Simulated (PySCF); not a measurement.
Geometries of 3 isomers of C8H8, from PBE0-D3(BJ)/def2-SVP geometry optimisation, gas phase in PySCF. One conformer each, no zero-point energy, no frequencies.

Task: Which isomer lies lowest at this level?
A.
```xyz
16
angstrom
C     -0.329    0.467   -1.541
C      0.351   -0.688   -1.655
C      0.387   -1.400   -0.368
C      0.948   -0.687    0.931
C      1.440    0.698    0.868
C      0.496    1.518    0.370
C     -0.712    0.717   -0.091
C     -0.505   -0.660    0.577
H     -0.438    1.222   -2.323
H      0.862   -1.035   -2.555
H      0.466   -2.490   -0.340
H      1.338   -1.379    1.680
H      2.456    0.994    1.137
H      0.628    2.578    0.144
H     -1.690    1.193    0.070
H     -1.280   -1.142    1.177
```
B.
```xyz
16
angstrom
C     -1.057    2.533   -0.293
C     -0.649    1.453    0.074
C     -0.117    0.168    0.514
C     -1.191   -0.799    0.738
C     -2.062   -1.618    0.930
C      1.046   -0.444   -0.341
C      1.770   -0.823    0.960
C      0.898    0.197    1.708
H     -1.430    3.487   -0.617
H     -2.847   -2.332    1.096
H      1.562    0.358   -0.887
H      0.761   -1.239   -1.042
H      1.542   -1.854    1.266
H      2.859   -0.678    0.994
H      0.490   -0.073    2.692
H      1.369    1.188    1.767
```
C.
```xyz
16
angstrom
C     -0.732    0.900   -0.731
C     -1.244    0.206    0.568
C      0.131    0.473    1.253
C      0.644    1.168   -0.046
C      1.171   -0.203   -0.570
C     -0.204   -0.470   -1.255
C     -0.716   -1.165    0.044
C      0.659   -0.897    0.729
H     -1.297    1.631   -1.324
H     -2.225    0.372    1.031
H      0.268    0.857    2.273
H      1.196    2.116   -0.082
H      2.153   -0.369   -1.033
H     -0.340   -0.854   -2.274
H     -1.269   -2.112    0.080
H      1.224   -1.628    1.322
```

Result: A. That is `C12C3C(C=CC31)C=C2`, 63.3 kcal/mol below the next.

```
            SMILES                                                atoms numbered as above      E (Eh)  relative (kcal/mol)  relative (kJ/mol)  dipole (D)
  C1=CC2C3C=CC1C23         [CH:1]1=[CH:2][C@H:3]2[C@H:4]3[CH:5]=[CH:6][C@@H:7]1[C@@H:8]23  -309.01249                  0.0                0.0        0.18
C12C3C4C1C1C2C3C41  [C@H:1]12[C@@H:2]3[C@@H:3]4[C@H:4]1[C@@H:5]1[C@H:6]2[C@H:7]3[C@H:8]41  -308.91167                 63.3              264.7        0.00
    C#CC1(C#C)CCC1                 [CH:1]#[C:2][C:3]1([C:4]#[CH:5])[CH2:6][CH2:7][CH2:8]1  -308.90195                 69.4              290.2        0.93
```

As drawn, the lowest has a three-membered ring and a C=C bond outside aromatic rings, which the highest lacks; the highest has a four-membered ring, a C≡C bond and a quaternary carbon, which the lowest lacks.
